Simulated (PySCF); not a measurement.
Calculation: r2SCAN-D4/def2-TZVP // r2SCAN-D4/def2-SVP (PySCF). Gas-phase values, no solvent. One relaxed conformer stands for a flexible species; it need not be the lowest. Delta-SCF ions had no search for a lower state. Excitations are Tamm–Dancoff values on a coarser integration grid. The basis has no diffuse functions, so Rydberg states are missing or too high.

Reference species (SMILES): `c1c(c(c2c(ccs2)c1)B)C#N` (neutral, multiplicity 1).

The vertical ionisation energy (Delta-SCF) is 8.54 eV and the S1 oscillator strength comes out as 0.037. The S1 excitation (TDA) is 3.21 eV.

Changed species: `Bc1cc2ccc(C#N)cc2s1`.

Problem. Predict the effect on the vertical ionisation energy (Delta-SCF), S1 oscillator strength and S1 excitation (TDA).

Solution. the vertical ionisation energy (Delta-SCF) goes up by 0.07 eV, to 8.61 eV; the S1 oscillator strength rises by 0.041, to 0.078; the S1 excitation (TDA) rises by 0.22 eV, to 3.43 eV.
